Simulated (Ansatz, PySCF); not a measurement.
Molecule: sum formula SiBr$_{2}$F, charge 0, multiplicity 2. It need not be the lowest isomer of its formula. 
Coordinates optimised at B3LYP-D3(BJ)/def2-TZVP (Ansatz, an electronic-structure program):
```xyz
4

Si    -0.0162    -0.8549     0.1653
F     -0.1174    -1.7713    -1.1393
Br    -1.8226     0.4538     0.2174
Br     1.8593     0.3437     0.0094
```
Charge 0, spin multiplicity 2.

Dipole moments at this geometry, in debye (magnitudes).

```csv
level,program,dipole (D)
HF/def2-TZVPD,PySCF,1.04
PBE/def2-TZVPD,Ansatz,0.69
M06-2X/def2-TZVPD,PySCF,0.98
LC-wPBE/def2-TZVPD,Ansatz,0.83
CCSD(T)/def2-SVPD,Ansatz,0.85
```
